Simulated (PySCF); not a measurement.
Assignment exercise: C₆H₁₁ClOSi

Geometry (Å), atoms numbered from 1 in this order:
```xyz
20

C     3.2784    0.0218   -0.0645
C     2.1168    0.6342   -0.2851
C     0.7753    0.0651    0.0608
C     0.0186   -0.3950   -1.2019
Si   -1.7041   -0.9609   -0.7221
Cl   -2.9927   -0.9723   -2.3525
C    -2.2514    0.2883    0.5621
C    -1.0617    0.6294    1.4662
O     0.0663    1.0680    0.7566
H     4.2309    0.4663   -0.3643
H     3.3220   -0.9558    0.4271
H     2.0841    1.6167   -0.7713
H     0.9251   -0.8093    0.7300
H     0.5845   -1.1869   -1.7170
H    -0.0655    0.4559   -1.8990
H    -1.6836   -2.3480   -0.1706
H    -2.5875    1.1988    0.0385
H    -3.1011   -0.0798    1.1590
H    -1.3261    1.4481    2.1531
H    -0.7976   -0.2458    2.0968
```

[PySCF 2.14: geometry: PBE0-D3(BJ)/def2-SVP; σ from GIAO-PBE/pcSseg-1; gas phase; single conformer; relativity neglected]

Scale: $^{13}$C, $^{1}$H vs TMS (reference shieldings calculated alike).

(1) Assign these signals to the numbered atoms. $^{13}$C{$^{1}$H} NMR (computed): δ 149.8, 118.0, 86.9, 70.8, 28.0, 20.4.

(2) Assign these signals to the numbered atoms. $^{1}$H NMR (400 MHz, computed): δ 6.08 (m, 1H), 5.34 (m, 1H), 5.20 (m, 1H), 5.13 (m, 1H), 4.43 (m, 1H), 3.45 (m, 1H), 3.43 (m, 1H), 1.14 (m, 1H), 1.06 (m, 1H), 1.03 (m, 1H), 0.97 (m, 1H).

## Answers

(1) 
| δ (ppm) | atoms | environment | reason |
| --- | --- | --- | --- |
| 149.8 | C2 | alkene CH | an sp2 carbon of a C=C bond |
| 118.0 | C1 | terminal =CH2 carbon | as expected for a trigonal carbon in a double bond |
| 86.9 | C3 | allylic sp3 CH bonded to O | deshielded by the electronegative neighbour |
| 70.8 | C8 | sp3 CH2 bonded to O | pulled downfield by the heteroatom |
| 28.0 | C4 | sp3 CH2 bonded to Si | – |
| 20.4 | C7 | sp3 CH2 bonded to Si | – |

(2) 
```tsv
δ (ppm)	atoms	environment	reason
6.08	H12	hydrogen on an alkene CH	a vinylic proton, deshielded by the sp2 carbon and the C=C anisotropy
5.34	H16	hydrogen on a silicon bonded to 2 C, Cl, in a 6-membered ring	–
5.20	H11	hydrogen on a terminal =CH2 carbon	attached to an sp2 carbon and in the plane of the double bond
5.13	H10	hydrogen on a terminal =CH2 carbon	–
4.43	H19	hydrogen on an sp3 CH2 bonded to O	its carbon carries O, hence the downfield position
3.45	H13	hydrogen on an allylic sp3 CH bonded to O	its carbon carries O, an electronegative neighbour
3.43	H20	hydrogen on an sp3 CH2 bonded to O	its carbon carries O, which withdraws density
1.14	H17	hydrogen on an sp3 CH2 bonded to Si	–
1.06	H14	hydrogen on an sp3 CH2 bonded to Si	–
1.03	H15	hydrogen on an sp3 CH2 bonded to Si	–
0.97	H18	hydrogen on an sp3 CH2 bonded to Si	–
```

H11 and H10; H13 and H20; H17 and H14; H14 and H15; H15 and H18 lie closer than the usual error of such a calculation, so a measured spectrum could show them in the other order.

Shifts are as computed. Against solution values, carbons near 30 ppm lie about +2 ppm off and those near 130 ppm about +2 ppm. Of 1309 compounds with measured shifts, 239 miss one by over three times the rms of a fit or turn the order of signals round; such compounds aren't used in these exercises. No couplings were computed; multiplicities are counted from neighbouring protons, with m where these are inequivalent, close in shift, in a saturated or five-membered ring or joined by F or P, and br s for small geminal =CH2 splittings.
